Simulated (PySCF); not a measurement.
## [Fe(SH)4]2-: what the settings change

[Fe(SH)4]2-: Fe(II) (d6), charge -2. The structure is a PBE0-D3(BJ)/def2-TZVP, IEF-PCM water geometry optimised for multiplicity 5; coordination tetrahedral, point group C1, metal–donor distances 2.37 Å.

```
9

Fe    0.0000    0.0000    0.0000
S     1.3155    1.3926    1.4023
H     1.7274    0.4756    2.2950
S     1.3080   -1.4163   -1.3869
H     1.7798   -0.5217   -2.2728
S    -1.3001   -1.4183    1.3969
H    -1.6616   -2.3499    0.4974
S    -1.3123    1.3992   -1.4010
H    -1.7500    2.2851   -0.4895
```

Method (PySCF 2.14, density fitting): CASSCF(6,5) with orbitals averaged over all microstates of the shell, strongly contracted NEVPT2 on the averaged canonical orbitals; basis x2c-TZVPall on the metal, x2c-SVPall elsewhere; spin-free X2C; IEF-PCM water; spin-orbit coupling by state interaction with the mean-field operator over all roots.

Base run: NEVPT2 ground state 5E-like, next 5E-like at 2548, then 5T2-like at 4626 cm⁻¹, 10Dq(CASSCF) 3163, B(CASSCF) 1084, ζ 389 cm⁻¹, D -5.86 cm⁻¹, g 2.039 2.042 2.111, μeff(300 K) 5.10 μB.

Question: What happens with the basis x2c-TZVPall on all atoms?

Answer: NEVPT2 ground state 5E-like, next 5E-like at 2282, then 5T2-like at 4488 cm⁻¹, 10Dq(CASSCF) 3168, B(CASSCF) 1083, ζ 389 cm⁻¹, D -6.01 cm⁻¹, g 2.041 2.043 2.116, μeff(300 K) 5.10 μB. It took 26 s against 15 s on a shared host of the same kind.

Question: What happens with orbitals averaged over the highest spin alone?

Answer: NEVPT2 ground state 5E-like, next 5E-like at 2300, then 5T2-like at 4187 cm⁻¹, 10Dq(CASSCF) 3071, B(CASSCF) 1115, ζ 398 cm⁻¹, D -6.40 cm⁻¹, g 2.044 2.048 2.126, μeff(300 K) 5.12 μB.

Question: What happens with the basis x2c-TZVPall on all atoms?

Answer: NEVPT2 ground state 5B (from 5E), next 5A (from 5E) at 2287, then 5E (from 5T2) at 4506 cm⁻¹, 10Dq(CASSCF) 3156, B(CASSCF) 1083, ζ 389 cm⁻¹, D -5.95 cm⁻¹, g 2.042 2.042 2.115, μeff(300 K) 5.10 μB.

Question: What happens with orbitals averaged over the highest spin alone?

Answer: NEVPT2 ground state 5B (from 5E), next 5A (from 5E) at 2302, then 5E (from 5T2) at 4205 cm⁻¹, 10Dq(CASSCF) 3060, B(CASSCF) 1116, ζ 398 cm⁻¹, D -6.34 cm⁻¹, g 2.046 2.046 2.125, μeff(300 K) 5.12 μB.

NEVPT2 lifts 5T2-like from 3186 to 4626 cm⁻¹; on the d shell alone such lifts tend to overshoot.
